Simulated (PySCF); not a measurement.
CH6BNS.
Atom-mapped SMILES: `[CH3:1][S:2][BH:3][NH2:4]` (hydrogens: H5, H6, H7 on C1; H8 on B3; H9, H10 on N4)

Structure used (PBE0-D3(BJ)/def2-SVP), in Å, numbered top down from 1:
```xyz
10
CH6BNS angstrom
C      1.9512    0.1709    0.0161
S      0.4587   -0.2671    0.9529
B     -0.8521    0.0285   -0.2614
N     -2.1905   -0.1961    0.0670
H      2.8099    0.0136    0.6816
H      1.9313    1.2245   -0.2921
H      2.0671   -0.4697   -0.8681
H     -0.5628    0.4239   -1.3669
H     -2.5038   -0.5251    0.9709
H     -2.9385   -0.0376   -0.5931
```

Theory: EOM-IP-CCSD/aug-cc-pVDZ in PySCF, restricted Hartree–Fock reference, frozen core, non-relativistic, gas phase, PBE0-D3(BJ)/def2-SVP geometry.

Hartree–Fock orbital energies give these Koopmans values (eV): HOMO 9.38, HOMO-1 11.20, HOMO-2 12.32, HOMO-3 13.51, HOMO-4 14.40, HOMO-5 15.80, HOMO-6 16.27, HOMO-7 18.51.

What vertical ionisation energies does EOM-IP-CCSD give?

```
leading hole (HF orbital)  Koopmans (eV)  EOM-IP-CCSD (eV)  change (eV)  one-hole share
                     HOMO           9.38              8.75        -0.63            0.95
                   HOMO-1          11.20             10.50        -0.70            0.96
                   HOMO-2          12.32             11.23        -1.09            0.93
                   HOMO-3          13.51             12.69        -0.82            0.95
                   HOMO-4          14.40             13.30        -1.10            0.94
                   HOMO-5          15.80             14.64        -1.16            0.95
                   HOMO-6          16.27             15.02        -1.25            0.94
                   HOMO-7          18.51             17.07        -1.44            0.93
```

Does the order of the lines follow the orbital energies?

Yes, no two lines change places. The corrections run from -1.44 to -0.63 eV, with a mean of -1.02 eV over the 8 lines; no line lies above its Koopmans value. Koopmans values leave out both the relaxation of the orbitals and the change in correlation energy.

At what kinetic energies would He I light (21.22 eV) eject these electrons?

12.47 eV (HOMO), 10.72 eV (HOMO-1), 9.99 eV (HOMO-2), 8.53 eV (HOMO-3), 7.92 eV (HOMO-4), 6.58 eV (HOMO-5), 6.20 eV (HOMO-6), 4.15 eV (HOMO-7).

What total energy has the lowest final state, and which wavelength reaches it?

E(CCSD) + ionisation energy = -518.72559 + 0.32169 = -518.40390 Eh, at the geometry of the initial state. The threshold wavelength is 1239.84 eV nm/8.75 eV = 141.7 nm.

One root was sought for each valence orbital with −ε under 21 eV, eight at most, so deeper holes and satellites are missing; no vibrational structure.

One conformer stands for the species.
